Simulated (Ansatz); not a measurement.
Reaction (formal hydrolysis of the Si–Si bond): `C=C[Si](O)(O)[SiH3]` + H₂O → `C=C[Si](O)(O)O` + SiH₄

Calculated with Ansatz (gas phase, PBE0-D4/def2-TZVP geometries, no zero-point term in ΔE). CCSD(T)/CBS adds triple-zeta CCSD(T) − MP2 to the extrapolated MP2 energy (def2 sets, frozen cores). This one scheme is used for every species. DFT in def2-TZVPP. B3LYP here is the variant with VWN-RPA as its local correlation; programs differ in this. Each species was taken in one conformer, which may not be the lowest.

```json
{"level": "PBE0-D4", "ΔE (kJ/mol)": "-113.5"}
{"level": "B3LYP-D4", "ΔE (kJ/mol)": "-126.7"}
{"level": "PBE0", "ΔE (kJ/mol)": "-117.1"}
{"level": "SCS-MP2/def2-QZVPP", "ΔE (kJ/mol)": "-136.0"}
```

(1) What does CCSD(T)/CBS give? (Estimate.)

Largest T1 diagnostic among the species: 0.013.

Answers

(1) Computed: -126.2 kJ/mol. The listed levels differ from it by 12.7, -0.5, 9.1, -9.8 kJ/mol.

The D4 term adds +5.7 kJ/mol with B3LYP and +3.5 kJ/mol with PBE0; it sums over pairs of atoms, weighted by their polarisabilities, and B3LYP, whose exchange is more repulsive, gets the larger term. From PBE to PBE0 (25 % exact exchange), in def2-TZVPP and without D4, ΔE moves by −8.8 kJ/mol.
